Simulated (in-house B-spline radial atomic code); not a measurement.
# Binding energies in the zinc ion Zn⁸⁺

NIST's tabulated ground configuration is [Ar] 3d4; each binding energy is the energy of the ion with one electron taken from that subshell, relaxed, less that of the parent. All numbers are computed (Dirac-Hartree-Fock, average of configuration; Fermi nucleus of rms radius 3.9283 fm) with a B-spline radial code for spherical atoms, not measured. Energies include first-order Breit, QED and recoil terms.

| subshell | X-ray name | binding energy (eV) | -ε (eV) | relaxation (eV) |
| --- | --- | --- | --- | --- |
| 1s | K | 9878 | 9933.3 | 37.0 |
| 2s | L1 | 1421.6 | 1436.5 | 13.3 |
| 2p1/2 | L2 | 1266.9 | 1283.6 | 15.2 |
| 2p3/2 | L3 | 1243.5 | 1259.4 | 14.9 |
| 3s | M1 | 336 | 338.2 | 2.0 |
| 3p1/2 | M2 | 282.8 | 285.0 | 2.1 |
| 3p3/2 | M3 | 279.1 | 281.2 | 2.0 |
| 3d | M4,5 | 200.9 | 203.1 | 2.2 |

Relaxation = -ε minus the binding energy without Breit, QED and recoil terms.

Emission lines follow as differences of binding energies, with λ = 12398.42 eV·Å / E:

```
 line       holes  energy (eV)  wavelength (Å)
 K-L3  1s → 2p3/2       8634.5          1.4359
 K-L2  1s → 2p1/2       8611.1          1.4398
 K-M3  1s → 3p3/2       9598.9          1.2917
L1-M3  2s → 3p3/2       1142.5          10.852
L3-M1  2p3/2 → 3s        907.5          13.662
```

Question: What screening constant σ does Moseley's law, E = (3/4)·13.6057 eV·(Z - σ)², need for K-L3?

Answer: σ = 0.91.

Question: What does it cost to remove both a 3p3/2 and a 3d electron?

Answer: 512.24 eV, which is 32.22 eV more than the two single binding energies together.

Question: What does it cost to remove two 2p3/2 electrons?

Answer: 2580.2 eV, which is 93.1 eV more than the two single binding energies together.

Question: What does it cost to remove both a 2s and a 3p1/2 electron?

Answer: 1745 eV, which is 40.64 eV more than the two single binding energies together.
